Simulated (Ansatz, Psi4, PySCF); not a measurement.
C₂H₆N (SMILES CC[NH-]), charge -1, singlet, at a GFN2-xTB geometry. Base run: MP2/def2-SVP (PySCF).

The PySCF input:
```python
from pyscf import gto, scf, mp

mol = gto.Mole()
mol.atom = '''
    C     1.191191   -0.382927    0.007172
    C    -0.131227    0.521680    0.020645
    N    -1.347911   -0.107551    0.083890
    H     2.099467    0.229158    0.017145
    H     1.194065   -1.037068    0.879195
    H     1.200633   -1.006310   -0.888497
    H     0.068229    1.238652   -0.896924
    H    -0.027302    1.178907    0.908696
    H    -1.459500   -0.683001   -0.773743
'''
mol.basis = 'def2-svp'
mol.charge = -1
mol.spin = 0
mol.verbose = 4
mol.build()

mf = scf.RHF(mol)
mf.kernel()

pt = mp.MP2(mf)
pt.kernel()
print('E(MP2) = %.10f' % pt.e_tot)
```

The same geometry, method and basis name were run in Ansatz (a program for electronic structure) and Psi4 and PySCF, at each program's defaults and at the settings that a row names. The base is PySCF at its defaults. Differences at the defaults can come from grids, fitting, cores and function types together.

| code and settings | ΔE vs base (µEh) | basis functions | E (Eh) | SCF cycles |
|---|---|---|---|---|
| PySCF, defaults (exact integrals, spherical functions, all electrons correlated) | 0.0 | 72 | -133.94587 | 10 |
| Psi4, defaults (density fitting with its default set, spherical functions, all electrons correlated) | ___ | 72 | ___ | 13 |
| Ansatz, defaults (factorised integrals, spherical functions, frozen core) | 8725 | 72 | -133.93714 | - |
| PySCF, frozen core | 8722 | 72 | -133.93714 | 10 |
| Psi4, exact integrals, spherical functions, frozen core | 8722 | 72 | -133.93714 | 13 |
| Ansatz, high accuracy, frozen core | 8722 | 72 | -133.93714 | - |

Q: Fill in the missing entries.

A: 
- Psi4, defaults (density fitting with its default set, spherical functions, all electrons correlated), ΔE vs base (µEh): 307
- Psi4, defaults (density fitting with its default set, spherical functions, all electrons correlated), E (Eh): -133.94556
